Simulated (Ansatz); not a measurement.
Two isomers of C2H5ClOSi: A = `O[SiH2]/C=C/Cl`, B = `C=C(Cl)O[SiH3]`.

Isolated molecules relaxed with PBE0-D4/def2-TZVP in Ansatz; ΔE leaves out vibrations. CCSD(T)/CBS adds triple-zeta CCSD(T) − MP2 to the extrapolated MP2 energy (def2 sets, frozen cores). DFT in def2-TZVPP. B3LYP here is the variant with VWN-RPA as its local correlation; programs differ in this. Each species was taken in one conformer, which may not be the lowest.

Q: Which is lower in electronic energy at CCSD(T)/CBS, and by how much? (An estimate is asked.)

A: The calculation gave: A, by 74.3 kJ/mol.

Q: Give E(B) − E(A) in kJ/mol with CCSD(T)/def2-TZVPP, r2SCAN-D4, B3LYP, PBE0-D4, B3LYP-D4, CCSD/def2-TZVPP, ωB97M-V. (Estimate.)

A: Computed: CCSD(T)/def2-TZVPP 71.2, r2SCAN-D4 65.0, B3LYP 66.1, PBE0-D4 66.4, B3LYP-D4 63.7, CCSD/def2-TZVPP 72.5, ωB97M-V 67.4. None reverses the order clearly.

Largest T1 diagnostic: 0.012.

From PBE to PBE0 (25 % exact exchange), in def2-TZVPP and without D4, E(B) − E(A) moves by +3.4 kJ/mol.
